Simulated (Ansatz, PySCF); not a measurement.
System: chloro(dimethyl)borane, C₂H₆BCl, net charge 0, singlet state. SMILES: CB(C)Cl
Structure (B3LYP-D3(BJ)/def2-TZVP (Ansatz, a quantum-chemistry and plane-wave program) minimum search):
```
B
C 1 1.5593
H 2 1.0898 1 114.05
H 2 1.0923 3 109.72 1 -127.13
H 2 1.0986 3 106.73 4 -114.62
C 1 1.5593 2 123.80 3 -153.40
H 6 1.0898 1 114.05 2 -153.40
H 6 1.0923 7 109.72 1 -127.13
H 6 1.0986 7 106.73 8 -114.62
Cl 1 1.7805 2 118.10 3 26.60
```

Wanted: atomisation energy (electronic, to ground-state atoms), in kcal/mol. Cores are frozen in the correlated levels unless marked. Open shells are spin-unrestricted. Spin-orbit coupling is left out. Non-relativistic. The coupled-cluster limit lacks core correlation, which all-electron functionals hold. CBS marks a two-point X^-3 extrapolation of the correlation energy; Hartree-Fock from the larger set. [CCSD(T)-MP2]/basis is that difference in the basis named.

```
level                                                                             program  atomisation energy (kcal/mol)
-------------------------------------------------------------------------  --------------  -----------------------------
PBE-D4/def2-TZVPD                                                          Ansatz + dftd4                            [?]
B3LYP-D4/def2-TZVPD                                                        Ansatz + dftd4                          914.5
PBE0/STO-3G                                                                        Ansatz                         1120.0
TPSSh-D3(BJ)/def2-TZVPD                                                     PySCF + dftd3                          920.8
RPA@PBE/cc-pV(Q+d)Z                                                                Ansatz                          862.0
SCS-MP2/STO-3G                                                                     Ansatz                          972.5
SCS-MP2/6-31G                                                                      Ansatz                          795.6
SCS-MP2/aug-cc-pV(T+d)Z                                                            Ansatz                          903.5
SCS-MP2/cc-pV(T+d)Z                                                                Ansatz                          899.7
CCSD/6-31G                                                                         Ansatz                            [?]
RI-MP2/CBS(aug-cc-pV(T+d)Z,aug-cc-pV(Q+d)Z)+[CCSD(T)-MP2]/aug-cc-pV(T+d)Z          Ansatz                          912.5
```

Question: Complete the blanks.

Answer: 
- PBE-D4/def2-TZVPD, atomisation energy (kcal/mol): 929.2
- CCSD/6-31G, atomisation energy (kcal/mol): 789.9
